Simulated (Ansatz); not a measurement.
A nudged elastic band was laid between two geometries of CH6BOSi (10 atoms, charge 1, multiplicity 1).

Computed with Ansatz 0.2.0, RKS PBE0-D4/6-31G*.

* movable images: 5
* climbing image: yes
* spring: 5.0 eV/Å²
* optimiser: quadratic models (default)
* start path: through a guess of the saddle point
* force threshold: 0.05 eV/Å
* iteration limit: 60
* end points: relaxed

Initial state:

```xyz
10
Properties=species:S:1:pos:R:3
B -0.687 0.139 -0.980
C 0.356 0.256 -0.020
O 1.507 1.123 0.129
Si -0.526 -0.974 0.924
H -1.205 0.496 -1.986
H 1.327 2.041 -0.163
H 2.302 0.781 -0.333
H -1.464 -0.826 -0.460
H -1.461 -0.633 2.017
H -0.149 -2.402 0.872
```

Final state:

```xyz
10
Properties=species:S:1:pos:R:3
B -0.655 0.090 -1.009
C 0.338 0.281 -0.009
O 1.592 1.003 0.043
Si -0.545 -0.946 0.937
H -1.065 0.298 -2.103
H 1.507 1.883 0.468
H 2.003 1.105 -0.841
H -1.500 -0.780 -0.433
H -1.496 -0.555 1.997
H -0.177 -2.379 0.950
```

What changes between the two ends?

No bond is made or broken. The dihedral B1–C2–O3–H7 goes from -88 to -26°.

What energy profile does the band end with?

The run converged. The highest image is number 3 of 0 to 6, 0.072 eV above the ends, which have the same energy within 2 meV. A vibrational analysis at the climbing image gives one clearly imaginary mode, 167i cm⁻¹: a first-order saddle point. Limits of this set-up: the dipole of an ion depends on the origin.

| image | path coordinate (Å) | energy (eV) | dihedral B1–C2–O3–H7 (°) |
| --- | --- | --- | --- |
| 0 | 0.00 | 0.000 | -88 |
| 1 | 0.93 | 0.000 | -32 |
| 2 | 1.87 | 0.029 | 19 |
| 3 | 2.80 | 0.072 | 59 |
| 4 | 3.41 | 0.053 | 34 |
| 5 | 4.01 | 0.014 | 6 |
| 6 | 4.61 | 0.000 | -26 |

What is the geometry of the highest image?


```xyz
10
Properties=species:S:1:pos:R:3:forces:R:3
B -0.628 -0.020 -1.112 0.03 0.01 -0.03
C 0.374 0.228 -0.135 0.01 0.00 0.01
O 1.583 1.019 -0.196 -0.03 -0.02 -0.02
Si -0.582 -0.849 0.914 -0.01 0.00 0.01
H -1.074 0.162 -2.195 -0.01 0.00 0.01
H 2.156 0.952 0.593 0.01 0.00 0.01
H 1.412 1.961 -0.408 0.00 0.02 0.00
H -1.487 -0.839 -0.481 -0.01 -0.01 0.01
H -1.530 -0.341 1.929 0.00 0.00 0.00
H -0.224 -2.272 1.091 0.00 0.00 0.00
```

What are the harmonic wavenumbers there?

167i, 217, 314, 472, 526, 584, 629, 665, 683, 749, 812, 850, 1003, 1021, 1195, 1491, 1594, 1707, 1878, 2312, 2340, 2789, 3629, 3727 cm⁻¹.

The run took 11 min on 1 thread of Arm Neoverse V2, with other jobs on the host, peak memory 0.14 GiB.
